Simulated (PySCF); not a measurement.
Computed IR spectrum (relative IR intensity) of a molecule CH₁₃NSi₄. Geometry optimised at PBE0-D3(BJ)/def2-SVP. Other conformers were not sampled. These are PBE0-D3(BJ)/def2-SVP run with PySCF values and carry that method's errors. Frequencies are harmonic and unscaled.

Lines under 2 % of the strongest are left out, and lines within 2 cm⁻¹ are merged.

ν (cm⁻¹): 326 (w), 367 (m), 407 (vw), 460 (vw), 490 (vw), 606 (vw), 653 (w), 688 (w), 697 (vs), 702 (w), 721 (vw), 785 (m), 796 (s), 868 (s), 879 (vw), 903 (w), 909 (m), 926 (m), 934 (m), 938 (m), 958 (s), 997 (s), 1163 (m), 1193 (m), 1408 (m), 1442 (w), 2183 (m), 2201 (m), 2213 (m), 2218 (s), 2226 (s), 2231 (m), 2245 (s), 3024 (w), 3643 (w) (against the strongest line: vs over 80 %, s over 45 %, m over 15 %, w over 4 %, vw less)

Q: Pick the molecule that these values belong to.
(A) N[Si@@H]([SiH3])[SiH2]C[SiH3]
(B) C[Si]([SiH3])([SiH3])N[SiH3]
(C) N[Si@@H](C[SiH3])[SiH2][SiH3]
(D) [SiH3]NC[SiH2][SiH2][SiH3]

A: D, [SiH3]NC[SiH2][SiH2][SiH3]
